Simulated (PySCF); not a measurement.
Polarisability and C₆ of N+ (nitrogen, charge +1)

[He] 2s2 2p2, high-spin 3P determinant. Calculation: PySCF 2.14, in dyall-av3z (15s9p3d2f, 71 functions); the non-relativistic Hamiltonian (point nucleus). Coupled (time-dependent) response in atomic units; α is the mean over directions.

```tsv
method	mean α (bohr³)	α xx, yy, zz	C₆ (like pair)	S(−4)
UHF	3.927	3.997, 3.893, 3.893	8.212	13.50
PBE	3.913	3.923, 3.908, 3.908	8.468	10.44
PBE0	3.865	3.893, 3.850, 3.850	8.288	10.51
wB97M-V	3.833	3.874, 3.812, 3.812	8.303	9.316
TPSSh	3.911	3.932, 3.900, 3.900	8.494	10.67
```

S(−4) is the Cauchy moment in α(ω) = α(0) + S(−4) ω² + …

α(iu) at TPSSh:

| u (hartree) | α(iu) (bohr³) |
| --- | --- |
| 0 | 3.911 |
| 0.0500 | 3.884 |
| 0.100 | 3.809 |
| 0.200 | 3.549 |
| 0.300 | 3.215 |
| 0.500 | 2.551 |
| 0.750 | 1.902 |
| 1.00 | 1.449 |
| 1.50 | 0.9058 |
| 2.00 | 0.6135 |
| 3.00 | 0.3317 |
| 5.00 | 0.1416 |

A single London oscillator, α(iu) = α/(1 + u²/ω²), gives C₆ = (3/4) ω α². Matching the computed C₆ needs ω = 4 × 8.494 / (3 × 3.911²) = 0.740 hartree.

For an ion, C₆ is the dispersion term alone; charge-induced terms of lower order in 1/R come first.

The components differ because the open shell of this determinant is not spherical; for a pure term their mean is the scalar polarisability.
